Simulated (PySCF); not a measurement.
Pb: electron affinity

Pb- [Xe] 4f14 5d10 6s2 6p3 (4S) → Pb [Xe] 4f14 5d10 6s2 6p2 (3P), as a difference of total energies. Calculation: PySCF 2.14, in def2-TZVPPD with the def2 core potential (60 electrons) (7s5p4d2f, 56 functions); a scalar-relativistic core potential. Correlated levels: valence and next inner shell: nothing frozen outside the core potential. The calculations carry no spin-orbit coupling.

| method | electron affinity (eV) | difference from reference (eV) |
| --- | --- | --- |
| UHF | 0.815 | +0.458 |
| MP2 (valence and next inner shell) | 1.224 | +0.867 |
| SCS-MP2 (valence and next inner shell) | 1.057 | +0.700 |
| CCSD (valence and next inner shell) | 1.156 | +0.799 |
| CCSD(T) (valence and next inner shell) | 1.189 | +0.832 |

Reference: 0.357 eV (measured; photodetachment measurements, as compiled on the Wikipedia data page of electron affinities).

Spin-orbit coupling is strong in these open shells (close to jj coupling). The scalar numbers leave it out and a first-order estimate fails, so it can dominate the gap to the real levels.

Errors of the correlated levels include the incompleteness of this basis.
